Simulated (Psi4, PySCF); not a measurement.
Here is a job for PySCF.
```python
from pyscf import gto, scf, dft

mol = gto.M(
    atom='''
Bi    0.002834   -0.004030    0.273107
F    -1.352636   -1.009807   -0.840693
F    -0.221867    1.687162   -0.812624
F     1.548371   -0.640186   -0.865338
''',
    basis='def2-svpd',
    ecp={'Bi': 'def2-svpd'},
    charge=0,
    spin=0,
    verbose=4,
)

mf = dft.RKS(mol)
mf.xc = 'b3lyp'
mf.grids.atom_grid = (99, 590)
mf.grids.prune = None
mf.kernel()
```

Give the equivalent Psi4 input.

Several could match; the one computed here: 
```
memory 2 GB

molecule {
0 1
  Bi    0.00283361   -0.00403046    0.27310711
  F    -1.35263607   -1.00980650   -0.84069305
  F    -0.22186672    1.68716206   -0.81262393
  F     1.54837061   -0.64018572   -0.86533751
}

set basis def2-svpd
set scf_type pk
set puream true
set d_convergence 1e-8
set dft_radial_points 99
set dft_spherical_points 590

energy('b3lyp')
print_variables()
```

Both were run: PySCF gave -514.102562 Eh and Psi4 -514.102566 Eh, 0.004 mEh apart.
